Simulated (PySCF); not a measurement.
A calculated (PBEsol, PySCF 2.14, aug-cc-pCVTZ-DK, the spin-free X2C one-electron Hamiltonian (Gaussian nucleus)) atom or ion has these occupied shells.

| shell | electrons | orbital energy (eV) | rms radius, mean of both spins (bohr) |
| --- | --- | --- | --- |
| 1s α | 1 | -180.40 | 0.385 |
| 1s β | 1 | -180.32 | 0.385 |
| 2s β | 1 | -9.204 | 2.14 |
| 2p α | 2 | -4.414 | 2.52 |

Question: Name the element and its charge.

Answer: B (boron, neutral), in [He] 2s1 2p2, 2s spin antiparallel (an excited configuration).
